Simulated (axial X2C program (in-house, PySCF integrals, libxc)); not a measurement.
## Low determinants of WGe at the PBE0 level, 2c

Computed with an in-house all-electron X2C program for linear molecules (integrals from PySCF). Two-component (2c) means X2C with spin–orbit coupling and atomic mean-field two-electron Coulomb and Gaunt terms. Basis: W dyall-v2z [11s12p9d6f], Ge dyall-v2z [7s8p5d] (cores contracted in-house); Gaussian nuclei, density fitting, unrestricted open shells. Masses: W 183.951 u, Ge 73.921 u.

Search at 2.406 Å (vertical energies from the lowest determinant):

```csv
ΔE (eV),state,electrons beyond evenly filled partner blocks,"electrons in ±ω = 1/2, 3/2, 5/2, 7/2"
0.00,Ω = 3,"ω = 1/2, ω = 5/2",63 30 11 2
0.16,Ω = 1,"ω = -3/2, ω = 5/2",62 31 11 2
0.37,Ω = 1,"ω = -1/2, ω = 3/2",63 31 10 2
0.57,Ω = 0,"ω = -1/2, 2 × ω = 3/2, ω = -5/2",63 30 11 2
0.80,Ω = 2,"2 × ω = 1/2, ω = -3/2, ω = 5/2",62 31 11 2
0.91,Ω = 4,"ω = 3/2, ω = 5/2",62 31 11 2
1.23,Ω = 0,none,64 30 10 2
```

Lowest determinant, Ω = 3 (⟨Sz⟩ = 1.97, ⟨Lz⟩ = 1.03 at PBE0): Re = 2.392 Å, ωe = 245.9 cm⁻¹.

The determinant in row 2 of the search, Ω = 1 (⟨Sz⟩ = 1.97, ⟨Lz⟩ = -0.97 at PBE0), was followed along the bond at PBE0; measured from the minimum of the lowest determinant it gives:

Te = 0.157 eV (1264 cm⁻¹), Re = 2.403 Å, ωe = 242.7 cm⁻¹.

Task: Compare the bond of the determinant in row 2 with that of the lowest one.

Result: At PBE0 its Re is 0.011 Å longer and its force constant, which goes as ωe², is 0.97 times that of the lowest determinant. T0 ≈ Te + Δωe/2 = 1264 + (-2) = 1262 cm⁻¹.

The search compares states at one distance, so a state with another bond length can lie lower; it is not exhaustive and yields mostly the lowest determinant of each block pattern, so other components and higher states of one pattern are missing. These are energies of single determinants, not of spin-adapted states; PBE0 term energies can be off by some tenths of an eV, and the functional has no current term. Open-shell Ω = 0 determinants with evenly filled partner blocks cannot be reached by this program, so the Ω shown need not be the lowest component. The lowest determinant need not be the ground state where others lie within half an eV.
